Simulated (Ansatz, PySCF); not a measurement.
Cl2Si, triplet, geometry from GFN2-xTB (the spin is typed, not shown lowest). Base run: B97M-V/cc-pVDZ run with PySCF.

Geometry (Å):
```xyz
3

Si     0.0012     0.0049     0.7515
Cl     1.1302     1.3500    -0.3199
Cl    -1.1311    -1.3540    -0.2990
```
Charge 0, spin multiplicity 3.
Orbitals are unrestricted.
All else is at PySCF's defaults.

The same geometry, method and basis name were run in Ansatz (a quantum-chemistry and plane-wave program) and PySCF, at each program's defaults and at the settings that a row names. The base is PySCF at its defaults. Differences at the defaults can come from grids, fitting, cores and function types together.

| code and settings | ΔE vs base (µEh) | basis functions | E (Eh) | SCF cycles | dipole (D) |
|---|---|---|---|---|---|
| PySCF, defaults (exact integrals, its default grid, spherical functions) | 0.0 | 54 | -1209.57153 | 9 | 0.87 |
| Ansatz, defaults (factorised integrals, its default grid, spherical functions) | -1.1 | 54 | -1209.57153 | - | - |
| PySCF, density fitting with def2-universal-jkfit | -43.7 | 54 | -1209.57158 | 9 | 0.87 |
| PySCF, fine grid | 5.4 | 54 | -1209.57153 | 9 | 0.87 |
| Ansatz, high accuracy | 4.0 | 54 | -1209.57153 | - | - |

Open shells are given as the SCF converged; they aren't shown to be the lowest states, and a large step between rows can be another state.
